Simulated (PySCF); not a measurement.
# Stationary points of In₂S

Level of theory: PBE0/[S def2-TZVP, In def2-TZVP with ECP28], scalar-relativistic core potentials, density fitting, no spin–orbit coupling, PySCF.

Relaxations began from a few typed shapes. The search is not exhaustive: other isomers or separated fragments can lie lower, and high-lying points may rest on an excited occupation.

| spin | group | bonds | angles | imaginary modes (cm⁻¹) | ΔE (kJ/mol) | ΔE with ZPE (kJ/mol) |
| --- | --- | --- | --- | --- | --- | --- |
| singlet | C2v | S–In 2.451 Å (×2) | In–S–In 122.7° | none | 0.0 | 0.0 |
| singlet | D∞h | S–In 2.442 Å (×2) | In–S–In 180.0° | 46i, 46i | 6.7 | – |

The lowest minimum found is the singlet C2v: S–In 2.451 Å (×2); In–S–In 122.7°.
